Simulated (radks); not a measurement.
Correlation energies from several functionals, in hartree. Species: Ga+ [Ar] 3d10 4s2; Zn [Ar] 3d10 4s2; Cr+ [Ar] 3d5; N3+ [He] 2s2. Calculated with a radial shooting solver on a logarithmic mesh with Libxc functionals: non-relativistic Kohn-Sham, exchange-only LDA, spin-polarised, spherical densities, point nucleus. Every spin shell is full or empty, so the densities are truly spherical. Functionals are evaluated on that one density, not self-consistently.

PW92: Ga+ -2.7120; Zn -2.6504; Cr+ -1.9177; N3+ -0.29148
VWN5: Ga+ -2.7247; Zn -2.6627; Cr+ -1.9274; N3+ -0.29277
Wigner: Ga+ -1.5953; Zn -1.5839; Cr+ -1.1088; N3+ -0.20343
PBE: Ga+ -1.4290; Zn -1.3984; Cr+ -0.97398; N3+ -0.098409
PW91: Ga+ -1.5532; Zn -1.5185; Cr+ -1.0634; N3+ -0.11288
AM05: Ga+ -2.4983; Zn -2.4389; Cr+ -1.7576; N3+ -0.25565
OP (B88): Ga+ -1.4027; Zn -1.3739; Cr+ -0.96688; N3+ -0.12829
TPSS: Ga+ -1.4332; Zn -1.4027; Cr+ -0.97611; N3+ -0.10027
revTPSS: Ga+ -1.4563; Zn -1.4270; Cr+ -0.99403; N3+ -0.10507
SCAN: Ga+ -1.4496; Zn -1.4241; Cr+ -0.97808; N3+ -0.099813
r2SCAN: Ga+ -1.4592; Zn -1.4330; Cr+ -0.98479; N3+ -0.10013
B95: Ga+ -1.7196; Zn -1.6734; Cr+ -1.1473; N3+ -0.12446
Tao-Mo: Ga+ -1.3643; Zn -1.3335; Cr+ -0.91619; N3+ -0.076901
